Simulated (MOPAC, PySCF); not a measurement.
CH5AlO2, SMILES `[CH3][Al]([OH])[OH]` (O–Al–O–H torsion -1°, O–Al–O–H torsion 1°), neutral singlet in the gas phase. 

Cartesian coordinates (Å):
```xyz
9

C      1.4866     0.0433    -0.5792
Al    -0.4091    -0.0135    -0.2104
O     -1.2676     1.4519    -0.1428
O     -1.1499    -1.5254     0.0238
H      1.9544     0.9315    -0.1479
H      2.0013    -0.8401    -0.1949
H      1.6728     0.0802    -1.6572
H     -2.2076     1.5380     0.0165
H     -2.0809    -1.6660     0.1967
```
Charge 0, multiplicity 1.

All levels are single points at this geometry (r2SCAN-D4/def2-TZVP); Pople sets use spherical d functions. Orbital energies aren't observables, and empty levels follow the basis.

```tsv
level	HOMO (eV)	LUMO (eV)	gap (eV)	dipole (D)	vertical IE, Delta-SCF (eV)
PBE-D3(BJ)/def2-TZVP in PySCF	-7.14	-0.93	6.21	1.65	–
r2SCAN-D4/def2-TZVP in PySCF	-7.52	-0.39	7.13	1.73	–
B3LYP/6-311+G** in PySCF	-8.46	-0.99	7.47	1.80	–
B3LYP/6-31G* in PySCF	-8.13	-0.08	8.05	1.95	10.69
B3LYP/LANL2DZ in PySCF	-8.40	-0.07	8.32	2.21	–
M06-2X/6-31G* in PySCF	-9.62	0.87	10.49	2.04	–
PBE/6-31G* in PySCF	-6.68	-0.60	6.08	1.87	–
HF/3-21G in PySCF	-11.61	3.51	15.12	2.57	–
HF/6-31G* in PySCF	-11.68	3.04	14.73	2.16	10.06
HF/STO-3G in PySCF	-8.39	10.27	18.65	1.65	–
PM3 in MOPAC	-10.34	-0.96	9.38	1.62	–
PM6 in MOPAC	-11.53	2.41	13.94	1.57	–
PM7 in MOPAC	-10.61	2.07	12.68	2.83	–
```
